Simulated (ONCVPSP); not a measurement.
**Before and after: ONCV potential for Er**

ONCVPSP 4.0.1 input, shortened (lines: element, Z, core and valence counts, functional; n l f; lmax; l rc ep ncon nbas qcut; lloc lpopt rc5 dvloc0; l nproj debl; icmod fcfact rcfact), LDA (Perdew-Zunger), scalar-relativistic:

```
  Er 68.00   10    4        3      upf
    1    0    2.00
    2    0    2.00
    2    1    6.00
    3    0    2.00
    3    1    6.00
    3    2   10.00
    4    0    2.00
    4    1    6.00
    4    2   10.00
    4    3   11.00
    5    0    2.00
    5    1    6.00
    5    2    2.00
    6    0    1.00
    2
    0    2.30    0.00    3    7    4.50
    1    1.75    0.00    4    7    9.80
    2    2.65    0.00    4    8    6.10
    4    5    1.40   -1.00
    0    3    1.00
    1    2    3.50
    2    3    0.70
    2    0.50    0.60
```

Change: d: rc 3.68.

Cutoffs: the cutoffs (Ha) at which the residual kinetic energy of the hardest occupied pseudo-wave falls to 1 and 0.1 mHa per electron; they do not see the model core or the augmentation charge, which bear on the density cutoff. Errors are all-electron minus pseudo energies relative to the spin-unpolarised reference configuration.

Question: What does the change do?

Answer: The potential gets neither clearly harder nor softer (27 Ha and 33 Ha → 27 Ha and 33 Ha); of the 4 tests that both files solve, the error grows in 0 and shrinks in 4 by more than 15 % and 0.3 meV (median size 6.2 → 2.6 meV); neither file shows a bound ghost. That the errors move this way runs against the usual rule that smaller radii transfer better.

| quantity | base | changed |
| --- | --- | --- |
| cutoff, loose | 27 Ha | 27 Ha |
| cutoff, tight | 33 Ha | 33 Ha |
| loose cutoff by channel | s 4.8 Ha, p 27 Ha, d 9.6 Ha | s 4.8 Ha, p 27 Ha, d 8.3 Ha |
| bound ghosts | none | none |
| GHOST(+) flags under 300 eV | s at 118.7 eV | s at 118.7 eV |
| error for 5s2 5p6 5d1 6s2, meV [ΔE -2.46 eV] | -3.6 | +0.4 |
| error for 5s2 5p6 5d1 6s1, meV [ΔE 4.80 eV] | -7.3 | -3.7 |
| error for 5s2 5p6 5d1 6s0, meV [ΔE 17.85 eV] | -9.0 | -5.4 |
| error for 5s2 5p6 5d1 6s1.5, meV [ΔE 0.48 eV] | -5.1 | -1.5 |
| s: phases at 2.34 bohr within 0.05 rad from the reference energy up to (Ha; the scan ends near 5) | 4.0 | 4.0 |
| p: phases at 1.78 bohr within 0.05 rad from the reference energy up to (Ha; the scan ends near 5) | to the end of the scan | to the end of the scan |
| rms error of d²Exc/dni dnj with the model core, mHa | 1.03 | 1.05 |
